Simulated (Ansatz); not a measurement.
## Molecular dynamics, step by step

GeH6O, singlet, r2SCAN-D4/def2-SVP (Ansatz 0.2.0). Settings (timestep in fs, temperature in K; T counts 18 degrees of freedom):

```yaml
hamiltonian: {xc: r2scan, dispersion: d4}
md: {n_steps: 60, timestep: 0.75, temperature: 300, ensemble: nve, seed: 44, initial_velocities: maxwell_boltzmann}
```

Start, the saddle point found with PBE0-D4 in triple zeta (not stationary at another level):

Ge1  (-0.444, 0.415, -0.426)
O2  (0.669, -1.131, 0.248)
H3  (0.045, 1.869, -0.313)
H4  (-1.952, 0.205, -0.263)
H5  (-0.069, -0.039, -1.868)
H6  (0.398, -0.497, 1.173)
H7  (-0.243, 0.335, 1.473)
H8  (1.595, -1.157, -0.024)
(Å)

```json
{"step": "0", "time (fs)": "0.00", "potential energy less the start (meV)": "0.0", "kinetic energy (meV)": "232.7", "T (K)": "300"}
{"step": "4", "time (fs)": "3.00", "potential energy less the start (meV)": "31.2", "kinetic energy (meV)": "201.7", "T (K)": "260"}
{"step": "8", "time (fs)": "6.00", "potential energy less the start (meV)": "51.6", "kinetic energy (meV)": "182.1", "T (K)": "235"}
{"step": "12", "time (fs)": "9.00", "potential energy less the start (meV)": "-77.0", "kinetic energy (meV)": "308.8", "T (K)": "398"}
{"step": "16", "time (fs)": "12.00", "potential energy less the start (meV)": "-234.4", "kinetic energy (meV)": "468.9", "T (K)": "605"}
{"step": "20", "time (fs)": "15.00", "potential energy less the start (meV)": "-524.9", "kinetic energy (meV)": "756.4", "T (K)": "975"}
{"step": "24", "time (fs)": "18.00", "potential energy less the start (meV)": "-679.4", "kinetic energy (meV)": "909.8", "T (K)": "1173"}
{"step": "28", "time (fs)": "21.00", "potential energy less the start (meV)": "-768.2", "kinetic energy (meV)": "1003.1", "T (K)": "1293"}
{"step": "32", "time (fs)": "24.00", "potential energy less the start (meV)": "-926.6", "kinetic energy (meV)": "1158.3", "T (K)": "1493"}
{"step": "36", "time (fs)": "27.00", "potential energy less the start (meV)": "-998.6", "kinetic energy (meV)": "1228.8", "T (K)": "1584"}
{"step": "40", "time (fs)": "30.00", "potential energy less the start (meV)": "-1028.4", "kinetic energy (meV)": "1262.9", "T (K)": "1628"}
{"step": "44", "time (fs)": "33.00", "potential energy less the start (meV)": "-1160.9", "kinetic energy (meV)": "1394.2", "T (K)": "1798"}
{"step": "48", "time (fs)": "36.00", "potential energy less the start (meV)": "-1436.9", "kinetic energy (meV)": "1665.4", "T (K)": "2147"}
{"step": "52", "time (fs)": "39.00", "potential energy less the start (meV)": "-1429.4", "kinetic energy (meV)": "1663.1", "T (K)": "2144"}
{"step": "56", "time (fs)": "42.00", "potential energy less the start (meV)": "-1459.5", "kinetic energy (meV)": "1692.2", "T (K)": "2182"}
{"step": "60", "time (fs)": "45.00", "potential energy less the start (meV)": "-1592.1", "kinetic energy (meV)": "1820.4", "T (K)": "2347"}
```

Step 12, positions (Å) and forces (eV/Å):

| atom | x | y | z | Fx | Fy | Fz |
| --- | --- | --- | --- | --- | --- | --- |
| Ge1 | -0.454 | 0.428 | -0.427 | -0.786 | 0.376 | 0.653 |
| O2 | 0.711 | -1.175 | 0.280 | -0.148 | -1.035 | -0.293 |
| H3 | 0.141 | 1.857 | -0.386 | -0.226 | 0.011 | -0.145 |
| H4 | -1.979 | 0.229 | -0.328 | -0.064 | 0.262 | -0.495 |
| H5 | 0.029 | -0.156 | -1.799 | -0.098 | 0.088 | 0.075 |
| H6 | 0.557 | -0.570 | 1.086 | 0.655 | -0.306 | 0.176 |
| H7 | -0.431 | 0.265 | 1.313 | 0.044 | 0.519 | -0.317 |
| H8 | 1.554 | -1.189 | -0.188 | 0.623 | 0.084 | 0.346 |

Step 24, positions (Å) and forces (eV/Å):

| atom | x | y | z | Fx | Fy | Fz |
| --- | --- | --- | --- | --- | --- | --- |
| Ge1 | -0.473 | 0.446 | -0.423 | -1.459 | 1.498 | -1.551 |
| O2 | 0.772 | -1.262 | 0.296 | 2.011 | 0.195 | 2.112 |
| H3 | 0.096 | 1.890 | -0.566 | -0.109 | 0.071 | -0.223 |
| H4 | -2.024 | 0.430 | -0.708 | 0.323 | 0.175 | -0.072 |
| H5 | 0.071 | -0.231 | -1.700 | 0.096 | -0.157 | 0.048 |
| H6 | 0.985 | -0.778 | 1.153 | -0.731 | -1.014 | -0.878 |
| H7 | -0.541 | 0.461 | 1.076 | 0.101 | -0.369 | 1.086 |
| H8 | 1.666 | -1.217 | -0.092 | -0.232 | -0.399 | -0.521 |

Step 36, positions (Å) and forces (eV/Å):

```json
{"atom": "Ge1", "x": "-0.506", "y": "0.479", "z": "-0.430", "Fx": "-0.516", "Fy": "1.356", "Fz": "-0.973"}
{"atom": "O2", "x": "0.902", "y": "-1.375", "z": "0.356", "Fx": "0.750", "Fy": "-0.439", "Fz": "1.411"}
{"atom": "H3", "x": "-0.020", "y": "1.910", "z": "-0.849", "Fx": "0.384", "Fy": "-0.167", "Fz": "0.434"}
{"atom": "H4", "x": "-1.886", "y": "0.727", "z": "-1.117", "Fx": "-0.272", "Fy": "-0.368", "Fz": "0.561"}
{"atom": "H5", "x": "0.153", "y": "-0.390", "z": "-1.531", "Fx": "-0.133", "Fy": "0.054", "Fz": "0.243"}
{"atom": "H6", "x": "1.216", "y": "-1.298", "z": "1.297", "Fx": "0.022", "Fy": "-0.239", "Fz": "-1.359"}
{"atom": "H7", "x": "-0.587", "y": "0.474", "z": "1.152", "Fx": "-0.071", "Fy": "-0.213", "Fz": "-0.932"}
{"atom": "H8", "x": "1.670", "y": "-1.444", "z": "-0.244", "Fx": "-0.163", "Fy": "0.015", "Fz": "0.614"}
```

Last step (60):

```tsv
atom	x (Å)	y (Å)	z (Å)
Ge1	-0.5881	0.5803	-0.4841
O2	1.2612	-1.6875	0.5828
H3	0.4205	1.7476	-0.5707
H4	-2.0226	0.7131	-1.0086
H5	0.0142	-0.6769	-1.1420
H6	1.6426	-2.4320	1.0892
H7	-0.8240	0.1895	0.9916
H8	1.5499	-1.9100	-0.3431
```

Hardware: 2 CPU threads of an Arm Neoverse V2, shared host. Wall time about 98 s.
